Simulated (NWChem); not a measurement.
System meant: CAgClO; SMILES [O+]#[C-]->[Ag][Cl]

Input file for NWChem:

```
start job
memory heap 200 mb stack 900 mb global 1100 mb
geometry units angstroms noautoz
  Ag    -0.001951     0.015448     0.000000
  Cl     0.002668    -2.251792     0.000000
  O      0.004174     3.130505     0.000000
  C     -0.000355     1.985664     0.000000
end
basis spherical
  * library def2-svp
end
ecp
  Ag library def2-ecp
end
dft
  xc b3lyp
  iterations 4
  mulliken
end
task dft energy
```

End of the output:

```
    Atom       Charge   Shell Charges
 -----------   ------   -------------------------------------------------------
    1 Ag  19    19.34   0.00  0.96  0.99  0.54  0.25  5.63  0.71  0.35  8.50  1.40  0.00
    2 Cl  17    16.98   2.00  1.96  1.03  0.78  5.82  2.20  3.18  0.01
    3 O    8     7.85   1.98  0.93  0.62  2.61  1.68  0.04
    4 C    6     5.83   1.97  0.76  0.45  1.62  0.87  0.16

 center of mass
 --------------
 x =  -0.00022251 y =  -0.02104982 z =   0.00000000

 moments of inertia (a.u.)
 ------------------
        1361.800072617696          -0.000000000000           0.000000000000
          -0.000000000000           0.003282269176           0.000000000000
           0.000000000000           0.000000000000        1361.803354886872

     Multipole analysis of the density
     ---------------------------------

     L   x y z        total         alpha         beta         nuclear
     -   - - -        -----         -----         ----         -------
     0   0 0 0      0.000000    -25.000000    -25.000000     50.000000

     1   1 0 0     -0.002181     -0.047570     -0.047570      0.092959
     1   0 1 0      1.697772      1.459865      1.459865     -1.221958
     1   0 0 1     -0.000000     -0.000000     -0.000000      0.000000

     2   2 0 0    -31.448243    -15.724748    -15.724748      0.001252
     2   1 1 0      0.002024     -0.007144     -0.007144      0.016311
     2   1 0 1     -0.000000     -0.000000     -0.000000      0.000000
     2   0 2 0    -33.509891   -352.879636   -352.879636    672.249382
     2   0 1 1      0.000000      0.000000      0.000000      0.000000
     2   0 0 2    -31.448233    -15.724117    -15.724117      0.000000

 ------------------------------------------------------------------------
 dft energy failed                                                                                  0
 ------------------------------------------------------------------------
 ------------------------------------------------------------------------
  current input line :
    20: task dft energy
 ------------------------------------------------------------------------
 ------------------------------------------------------------------------
 This type of error is most commonly associated with calculations not reaching convergence criteria
 ------------------------------------------------------------------------
 For more information see the NWChem manual at https://nwchemgit.github.io

0:dft energy failed:Received an Error in Communication
```

Find the fault in this run and fix the input.

The run did not converge; its last values are not results. Cause: the SCF was allowed too few iterations. This input runs:
```
start job
memory heap 200 mb stack 900 mb global 1100 mb
geometry units angstroms noautoz
  Ag    -0.001951     0.015448     0.000000
  Cl     0.002668    -2.251792     0.000000
  O      0.004174     3.130505     0.000000
  C     -0.000355     1.985664     0.000000
end
basis spherical
  * library def2-svp
end
ecp
  Ag library def2-ecp
end
dft
  xc b3lyp
  iterations 150
  mulliken
end
task dft energy
```
It converges to -720.37102 Ha (B3LYP/def2-SVP with def2 effective core potentials on Ag).
